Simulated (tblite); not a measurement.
Compound: C5H11BClO (charge -1).
SMILES with atom numbers: `[BH3-:1][C@:2]([Cl:3])([CH:4]=[CH2:5])[CH2:6][O:7][CH3:8]` (hydrogens: H9, H10, H11 on B1; H12 on C4; H13, H14 on C5; H15, H16 on C6; H17, H18, H19 on C8)
Bond orders are those of one Lewis drawing.

Computed with GFN2-xTB (tblite), gas phase: L-BFGS steps from a force-field or distance-geometry start until the largest atomic force falls under 0.01 eV/Å.

The end geometry, which sets the zero of energy:
```
atom  x, y, z in Å
B1     -1.7646   -1.1485    0.9498
C2     -0.4705   -0.2101    0.3948
Cl3     0.0558    0.8731    1.7329
C4     -0.8960    0.5827   -0.7651
C5     -1.2233    1.8671   -0.8139
C6      0.6885   -1.1343    0.0532
O7      1.6845   -0.6494   -0.8471
C8      2.4275    0.4363   -0.3625
H9     -1.3608   -1.8223    1.8699
H10    -2.1151   -1.8565    0.0293
H11    -2.6602   -0.4191    1.2946
H12    -0.9943   -0.0269   -1.6571
H13    -1.6002    2.3221   -1.7179
H14    -1.1443    2.5118    0.0463
H15     1.1712   -1.4737    0.9818
H16     0.2784   -2.0067   -0.4607
H17     2.8481    0.2196    0.6282
H18     3.2397    0.5964   -1.0751
H19     1.8259    1.3477   -0.2886
```

Problem. These geometries come from the run, each turned onto the end geometry. Order them by energy, lowest first.
A.
```
atom  x, y, z in Å
B1     -1.7250   -1.1155    0.9479
C2     -0.4874   -0.1326    0.3461
Cl3     0.0326    1.0004    1.6430
C4     -0.9957    0.6076   -0.8129
C5     -1.4428    1.8549   -0.8550
C6      0.6824   -1.0459    0.0160
O7      1.6932   -0.5626   -0.8683
C8      2.5998    0.3264   -0.2785
H9     -1.2428   -1.8000    1.8249
H10    -2.1142   -1.8104    0.0296
H11    -2.6213   -0.4286    1.3685
H12    -1.0805   -0.0191   -1.6908
H13    -1.9036    2.2667   -1.7395
H14    -1.3948    2.5013    0.0029
H15     1.1456   -1.3819    0.9574
H16     0.2787   -1.9195   -0.5035
H17     3.0285   -0.1083    0.6364
H18     3.3985    0.4890   -1.0061
H19     2.1389    1.2873   -0.0252
```
B.
```
atom  x, y, z in Å
B1     -1.7442   -1.1256    0.9728
C2     -0.4869   -0.1688    0.3662
Cl3     0.0503    0.9576    1.6628
C4     -0.9771    0.5809   -0.7969
C5     -1.3646    1.8477   -0.8655
C6      0.6818   -1.0709    0.0023
O7      1.6845   -0.5520   -0.8718
C8      2.5521    0.3759   -0.2804
H9     -1.3020   -1.8030    1.8746
H10    -2.1294   -1.8324    0.0635
H11    -2.6291   -0.4023    1.3573
H12    -1.0843   -0.0577   -1.6671
H13    -1.7881    2.2602   -1.7694
H14    -1.2916    2.5177   -0.0240
H15     1.1530   -1.4510    0.9204
H16     0.2747   -1.9231   -0.5470
H17     3.0210   -0.0435    0.6223
H18     3.3249    0.5931   -1.0215
H19     2.0452    1.3064   -0.0058
```
C.
```
atom  x, y, z in Å
B1     -1.7532   -1.1498    0.9600
C2     -0.4757   -0.1948    0.3911
Cl3     0.0469    0.8926    1.7231
C4     -0.9143    0.5884   -0.7706
C5     -1.2458    1.8707   -0.8329
C6      0.6803   -1.1191    0.0410
O7      1.6777   -0.6316   -0.8565
C8      2.4494    0.4223   -0.3435
H9     -1.3320   -1.8155    1.8783
H10    -2.0933   -1.8651    0.0419
H11    -2.6607   -0.4388    1.3108
H12    -1.0174   -0.0293   -1.6566
H13    -1.6205    2.3144   -1.7434
H14    -1.1689    2.5274    0.0176
H15     1.1591   -1.4771    0.9644
H16     0.2557   -1.9802   -0.4787
H17     2.8951    0.1533    0.6251
H18     3.2477    0.6053   -1.0671
H19     1.8602    1.3364   -0.2111
```
D.
```
atom  x, y, z in Å
B1     -1.6781   -1.0021    1.0046
C2     -0.4330   -0.0965    0.3076
Cl3     0.1754    1.0449    1.5623
C4     -0.9427    0.6587   -0.8514
C5     -1.7122    1.7411   -0.8233
C6      0.6851   -1.0455   -0.0790
O7      1.7416   -0.5478   -0.8982
C8      2.6732    0.2518   -0.2233
H9     -1.1967   -1.6839    1.8829
H10    -2.1546   -1.7033    0.1354
H11    -2.5000   -0.2312    1.4339
H12    -0.7066    0.2008   -1.8102
H13    -2.1053    2.1837   -1.7300
H14    -2.0047    2.2155    0.1018
H15     1.1177   -1.5025    0.8224
H16     0.2309   -1.8408   -0.6777
H17     2.8953   -0.1601    0.7690
H18     3.5766    0.2434   -0.8361
H19     2.3286    1.2831   -0.0979
```
E.
```
atom  x, y, z in Å
B1     -1.7150   -1.1029    0.9782
C2     -0.4926   -0.1162    0.3312
Cl3     0.0490    1.0655    1.5817
C4     -0.9953    0.6358   -0.8310
C5     -1.5640    1.8355   -0.8383
C6      0.6760   -1.0300   -0.0045
O7      1.7097   -0.5513   -0.8654
C8      2.6595    0.2839   -0.2668
H9     -1.2190   -1.7911    1.8389
H10    -2.1312   -1.8000    0.0786
H11    -2.5923   -0.4112    1.4221
H12    -0.9230    0.0884   -1.7648
H13    -1.9642    2.2762   -1.7421
H14    -1.6806    2.4187    0.0608
H15     1.1223   -1.4124    0.9248
H16     0.2606   -1.8783   -0.5534
H17     3.0180   -0.1278    0.6850
H18     3.5005    0.3368   -0.9616
H19     2.2719    1.2896   -0.0808
```

Solution. C (0.002 eV), B (0.011 eV), A (0.023 eV), E (0.046 eV), D (0.085 eV).

In the order of the answer:

```csv
step,E above end (eV),largest force (eV/Å),rms force component (eV/Å),rms distance from end (Å),rms bond change (Å),bond most changed (Å)
104,0.002,0.07,0.020,0.037,0.001,C2–Cl3 -0.003
72,0.011,0.04,0.016,0.152,0.001,C8–H17 +0.002
55,0.023,0.10,0.033,0.196,0.002,C4–H12 -0.003
42,0.046,0.12,0.037,0.273,0.002,B1–C2 +0.007
25,0.085,0.14,0.040,0.387,0.002,C2–C4 +0.006
```

What follows is the cost of the whole relaxation. On Arm Neoverse N1, one thread, no GPU, shared host with 64 logical CPUs at a one-minute load of 58, this took 1.6 s wall.
